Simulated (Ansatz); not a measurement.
# How methods differ on C3H12AlN (SMILES C[N+](C)(C)[AlH3-])

The species is C3H12AlN (17 atoms), meant as a singlet with charge 0. SMILES: `C[N+](C)(C)[AlH3-]`. The shape is that of a PBE0-D4/def2-TZVP optimisation.

Quantity: the vertical energy of the triplet above the singlet, in eV. The values are calculated.

```json
{"level": "HF/6-31G* (spherical functions)", "kind": "Hartree–Fock", "program": "Ansatz", "value (eV)": "6.97", "less CCSD(T)/6-31G*": "+0.08"}
{"level": "SVWN5/6-31G* (spherical functions)", "kind": "LDA", "program": "Ansatz", "value (eV)": "5.93", "less CCSD(T)/6-31G*": "-0.96"}
{"level": "PBE/6-31G* (spherical functions)", "kind": "GGA", "program": "Ansatz", "value (eV)": "6.05", "less CCSD(T)/6-31G*": "-0.84"}
{"level": "B3LYP/6-31G* (spherical functions)", "kind": "global hybrid", "program": "Ansatz", "value (eV)": "6.57", "less CCSD(T)/6-31G*": "-0.32"}
{"level": "BHLYP/6-31G* (spherical functions)", "kind": "global hybrid", "program": "Ansatz", "value (eV)": "6.98", "less CCSD(T)/6-31G*": "+0.09"}
{"level": "wB97M-V/6-31G* (spherical functions)", "kind": "range-separated hybrid", "program": "Ansatz", "value (eV)": "6.98", "less CCSD(T)/6-31G*": "+0.09"}
{"level": "RPA@PBE0/6-31G* (spherical functions)", "kind": "RPA", "program": "Ansatz", "value (eV)": "6.70", "less CCSD(T)/6-31G*": "-0.19"}
{"level": "MP2/6-31G* (spherical functions)", "kind": "perturbation theory", "program": "Ansatz", "value (eV)": "7.02", "less CCSD(T)/6-31G*": "+0.13"}
{"level": "CCSD(T)/6-31G* (spherical functions)", "kind": "coupled cluster or CI", "program": "Ansatz", "value (eV)": "6.89", "less CCSD(T)/6-31G*": "0.00"}
```

Differences are taken from CCSD(T)/6-31G* (spherical functions) for orientation; it has basis-set and higher-order errors of its own. The values span 5.93 to 7.02 eV. A triplet this far above the singlet is often a Rydberg-like or dissociative state; sets without diffuse functions put Rydberg states too high.
